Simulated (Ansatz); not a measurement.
Cost and result for the atomization energy of GaH₇N₂OSi, SMILES `[NH2][Ga]([NH2])[O][SiH3]` (12 atoms, 11 bonds).

```csv
atom,x (Å),y (Å),z (Å)
N1,1.456,-1.180,-0.645
Ga2,0.467,0.337,-0.670
N3,0.643,1.724,-1.816
O4,-0.823,0.512,0.553
Si5,-1.481,-0.384,1.736
H6,1.131,-1.981,-0.129
H7,2.023,-1.455,-1.429
H8,1.475,1.856,-2.365
H9,0.203,2.602,-1.598
H10,-1.128,0.165,3.074
H11,-2.963,-0.396,1.607
H12,-1.002,-1.799,1.682
```

Total charge 0; spin multiplicity 1. Correlated methods include outer-core shells of Ga, which these sets cover unevenly. Scalar relativity is left out up to krypton. The geometry is a stationary point of PBE0-D4/def2-TZVP. It is one conformer, not always the lowest. Program: Ansatz. All runs use 4 threads of an Arm Neoverse V2 on a shared host. Times are those of one run each, without the atoms' runs, and a repeat can differ threefold. Electronic energies, without spin–orbit coupling; frozen cores. CCSD(T)/CBS adds CCSD(T) − MP2 in def2-TZVPP to the MP2 limit, and its time is that of the two runs behind it. T1 = 0.013. With those shells the extrapolation isn't a true limit. B3LYP takes the VWN-RPA correlation (the form of Gaussian; ORCA's B3LYP/G). HSE06 is the plane-wave form, built on full-range PBE exchange.

CCSD(T)/CBS is a level of theory with its own doubt, some kJ/mol a heavy atom from the limit and from the frozen cores, so smaller differences don't rank the functionals.

| level | functions | wall time |
| --- | --- | --- |
| LDA (SPW92)/def2-TZVPP | 281 | 1.4 s |
| revPBE-D4/def2-TZVPP | 281 | 2.4 s |
| BLYP-D4/def2-TZVPP | 281 | 2.4 s |
| PBE0-D4/def2-TZVPP | 281 | 3.9 s |
| BHLYP-D4/def2-TZVPP | 281 | 4.1 s |
| HSE06-D4/def2-TZVPP | 281 | 4.5 s |
| B3LYP-D4/def2-TZVPP (with forces) | 281 | 6.5 s |
| r2SCANh-D4/def2-TZVPP | 281 | 7 s |
| B2PLYP/def2-TZVPP | 281 | 7.5 s |
| CCSD(T)/def2-SVP | 127 | 13 s |
| MP2/def2-QZVPP | 540 | 31 s |
| CCSD(T)/def2-TZVPP | 281 | 6.4 min |
| CCSD(T)/CBS(def2) | – | 6.9 min |

Problem. What atomization energy does each give, and how far from CCSD(T)/CBS? (Best estimate.)

Solution. The calculation gave: 
```tsv
level	atomization (kJ/mol)	difference from CCSD(T)/CBS	per bond
LDA (SPW92)/def2-TZVPP	4538.1	523.0	47.5
revPBE-D4/def2-TZVPP	3903.1	-112.0	-10.2
BLYP-D4/def2-TZVPP	3974.3	-40.8	-3.7
PBE0-D4/def2-TZVPP	3934.5	-80.6	-7.3
BHLYP-D4/def2-TZVPP	3865.0	-150.1	-13.6
HSE06-D4/def2-TZVPP	3937.3	-77.8	-7.1
B3LYP-D4/def2-TZVPP (with forces)	3979.3	-35.8	-3.3
r2SCANh-D4/def2-TZVPP	3938.7	-76.4	-6.9
B2PLYP/def2-TZVPP	3944.9	-70.2	-6.4
CCSD(T)/def2-SVP	3677.8	-337.3	-30.7
MP2/def2-QZVPP	4022.9	7.8	0.7
CCSD(T)/def2-TZVPP	3890.6	-124.5	-11.3
CCSD(T)/CBS(def2)	4015.1	0.0	0.0
```

From BLYP to BHLYP (50 % exact exchange), in def2-TZVPP and without D4, the atomization energy moves by −88.9 kJ/mol: exact exchange takes away binding that semilocal exchange gives to molecules. At CCSD(T), def2-SVP lies −337.3 kJ/mol from the extrapolated value and def2-TZVPP −124.5 kJ/mol: correlation converges slowly with the basis, and small sets miss more of it in the bonded molecule than in its fragments. The D4 term adds +41.0 kJ/mol with B3LYP and +21.8 kJ/mol with PBE0; it sums over pairs of atoms, weighted by their polarisabilities, and B3LYP, whose exchange is more repulsive, gets the larger term.
